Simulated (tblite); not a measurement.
Species: C₆H₆F₃P.
Geometry (GFN2-xTB, Å), atoms numbered from 1 in this order:
```xyz
16
C6H6F3P angstrom
C     -1.874   -1.509   -0.080
C     -2.081   -0.222   -0.301
P     -0.811    0.938   -0.901
C      0.660    0.144   -0.360
C      1.731   -0.349   -0.107
C      2.983   -0.958    0.261
C     -0.943    2.067    0.619
F     -0.822    1.426    1.791
F     -0.003    3.021    0.602
F     -2.133    2.690    0.645
H     -2.669   -2.167    0.231
H     -0.897   -1.951   -0.194
H     -3.068    0.219   -0.208
H      3.173   -1.825   -0.373
H      3.792   -0.240    0.130
H      2.954   -1.276    1.303
```

All values are computed: GFN2-xTB (tblite) harmonic vibrations without scaling, gas phase. Against measured fundamentals such values can be off by several per cent, at times by over 20. One conformer, not necessarily the lowest.

Harmonic wavenumbers (cm⁻¹): 37.4, 40.0, 55.1, 62.3, 83.9, 146.2, 203.2, 230.2, 265.6, 272.0, 298.6, 321.1, 381.4, 429.7, 466.5, 473.1, 557.4, 609.6, 663.1, 702.0, 899.3, 995.1, 1003.5, 1011.7, 1016.3, 1042.3, 1051.0, 1081.2, 1111.4, 1232.9, 1380.7, 1388.6, 1438.6, 1440.0, 1656.1, 2315.8, 3006.2, 3007.5, 3012.9, 3025.5, 3090.8, 3116.7.

A = 1450, B = 868.9, C = 659.0 MHz; mass 166.016 u (most abundant isotopes); point group C1, symmetry number 1.

**Question.** What is the zero-point energy?

**Answer.** Half the sum of the wavenumbers: 22311 cm⁻¹ = 63.79 kcal/mol.

**Question.** Give the ideal-gas entropy at 298.15 K and 1 bar in the rigid-rotor, harmonic-oscillator model (classical rotation).

**Answer.** Translation 41.26, rotation 30.34, vibration 41.98: S = 113.6 cal/(mol K).

**Question.** And Cp and H(298.15 K) − H(0)?

**Answer.** Cp = 43.38 cal/(mol K), of which vibrations give 35.44 (their classical limit is 42 R = 83.5); H(298.15 K) − H(0) = 8.40 kcal/mol without the zero-point energy, 6.03 from vibrations.

**Question.** What must be added to the electronic energy to get the Gibbs energy at 298.15 K and 1 bar?

**Answer.** ZPE + [H(298.15 K) − H(0)] − T·S = 63.79 + 8.40 − 33.86 = 38.33 kcal/mol.

**Question.** Which modes carry the vibrational entropy at 298.15 K?

**Answer.** 37.4 cm⁻¹: 5.39; 40.0 cm⁻¹: 5.26; 55.1 cm⁻¹: 4.63; 62.3 cm⁻¹: 4.38; 83.9 cm⁻¹: 3.80; 146.2 cm⁻¹: 2.72 cal/(mol K); the other 36 give 15.80 together.

**Question.** How do the functions run with temperature in this model?

**Answer.** 
```tsv
T (K)	S (cal/(mol K))	Cp (cal/(mol K))	H − H(0) (kcal/mol)	G − H(0) (kcal/mol)	ln q(vib)
150	88.9	29.5	2.96	-10.37	5.52
250	106.3	39.3	6.41	-20.16	9.26
400	127.4	51.0	13.22	-37.75	14.29
600	150.3	61.9	24.60	-65.61	20.20
900	177.5	71.7	44.76	-114.95	27.83
```

q(vib) and H(0) count from the zero-point level.

**Question.** Blend soft modes into free rotors: weight 1/[1 + (100 cm⁻¹/ν̃)⁴] for the oscillator and the rest for a rotor with moment μB/(μ + B), μ = h/(8π²ν), B = 10⁻⁴⁴ kg m². What vibrational entropy results?

**Answer.** 36.47 cal/(mol K) in place of 41.98, which changes −T·S at 298.15 K by +1.64 kcal/mol.

Hindered rotation and anharmonicity are outside this model. Other conformers, if any are populated, would add a mixing term that is left out. The structure is chiral; the term R ln 2 for an equal mix with its mirror image is left out.
